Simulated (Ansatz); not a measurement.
Cost and result up the ladder for the cluster B₃As₃ (6 atoms). Total charge 0; singlet. Geometry: r2SCAN-D4/def2-SVP.

```xyz
6

B    -0.635   -0.163   -0.711
B     0.448    0.128    0.669
B    -1.188    0.656    0.547
As   -0.243    1.409    2.004
As    0.374   -0.588   -2.289
As    1.244   -1.443   -0.221
```

Ansatz on 4 threads of Arm Neoverse V2 on a shared host. Times are rough, and most runs start from the orbitals of an earlier one. No level here is sound enough to serve as a yardstick. Binding counts from free atoms at the same level (B doublet, As quartet; other spins of the atoms weren't run), without zero-point energy or a counterpoise term.

Correlated methods freeze 30 core orbitals; core or outer-core shells of As are correlated, in sets that lack core-valence functions. The rows differ in basis, and correlated rows in double-zeta sets carry the largest basis error. Another isomer (singlet) lies 0.22 eV lower at PBE0-D4/def2-TZVP; other spin states weren't run for this one.

Run but left out: B2PLYP/def2-TZVP (restricted singlet, unstable in another Hartree–Fock run and untested here).

Correlated methods converge slowly with the basis, most of all in double-zeta sets.

```json
{"level": "PBE0-D4/def2-TZVP", "functions": "237", "binding energy per atom (eV)": "3.61", "remarks": "restricted SCF unstable in HF"}
{"level": "r2SCAN-D4/def2-TZVP", "functions": "237", "binding energy per atom (eV)": "3.63", "remarks": "restricted SCF unstable in HF"}
{"level": "PBE-D4/def2-TZVP (with forces)", "functions": "237", "binding energy per atom (eV)": "3.81", "remarks": "restricted SCF unstable in HF"}
{"level": "CCSD(T)/def2-SVP", "functions": "138", "binding energy per atom (eV)": "3.10", "remarks": "restricted SCF unstable"}
{"level": "B97M-V/def2-TZVP", "functions": "237", "binding energy per atom (eV)": "3.65", "remarks": "restricted SCF unstable in HF"}
```

**Question.** Estimate how long each takes.

**Answer.** PBE-D4/def2-TZVP (with forces) 4.1 s; r2SCAN-D4/def2-TZVP 8 s; PBE0-D4/def2-TZVP 9.5 s; B97M-V/def2-TZVP 15 s; CCSD(T)/def2-SVP 29 s. On shared hardware such times vary by a factor of up to 3.
